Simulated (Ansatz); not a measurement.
A geometry relaxed with r2SCAN-D4/def2-SVP in Ansatz (a first-principles code), charge 0, multiplicity 1:

```xyz
4

Br    -1.1053     2.2007    -0.0458
In     0.0000     0.0000     0.0000
Br    -1.3534    -2.0566     0.0746
Br     2.4587    -0.1440    -0.0288
```

Q: Write the SMILES of this molecule.

A: `[Br][In]([Br])[Br]`
